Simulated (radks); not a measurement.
Values are calculated unless marked as measured or tabulated.
All-electron atom: W+ in [Xe] 4f14 5d4 6s1. Code: a radial shooting solver on a logarithmic mesh with Libxc functionals. Model: scalar-relativistic Kohn-Sham, PBEsol, spin-polarised, spherical densities, point nucleus; open shells are filled with parallel spins first (spin-orbit coupling, left out, can overturn this in heavy ions).

Radial electron density D(r) = 4 pi r^2 rho(r):

| r (bohr) | D(r) (e/bohr) | spin D(r) |
|---|---|---|
| 0.002278 | 25.47 | 0.00132 |
| 0.003087 | 37.64 | 0.00189 |
| 0.004184 | 53.29 | 0.00255 |
| 0.005625 | 70.77 | 0.00313 |
| 0.007623 | 87.93 | 0.00331 |
| 0.01033 | 99.27 | 0.00258 |
| 0.014 | 100.4 | 0.000601 |
| 0.01898 | 93.31 | -0.00196 |
| 0.02551 | 90.12 | -0.00217 |
| 0.03458 | 104.5 | 0.00582 |
| 0.04686 | 129.6 | 0.0301 |
| 0.06351 | 133.6 | 0.0789 |
| 0.08539 | 111.5 | 0.149 |
| 0.1157 | 108.2 | 0.193 |
| 0.1568 | 124.6 | 0.101 |
| 0.2126 | 96.18 | -0.0369 |
| 0.2881 | 63.73 | 0.143 |
| 0.3873 | 74.70 | 0.364 |
| 0.5249 | 63.12 | 0.0793 |
| 0.7114 | 31.95 | 0.1000 |
| 0.9641 | 18.17 | 1.14 |
| 1.296 | 11.30 | 2.24 |
| 1.757 | 5.183 | 2.46 |
| 2.381 | 2.170 | 1.79 |
| 3.227 | 0.8332 | 0.811 |
| 4.373 | 0.1911 | 0.191 |
| 5.879 | 0.02097 | 0.0210 |
| 7.968 | 0.0007036 | 0.000704 |

D(r) has 4 maxima, at r = 0.0124, 0.0568, 0.157, 0.420 bohr, and minima at 0.0239, 0.102, 0.295 bohr, inside which lie 1.91, 11.05, 29.86 electrons.
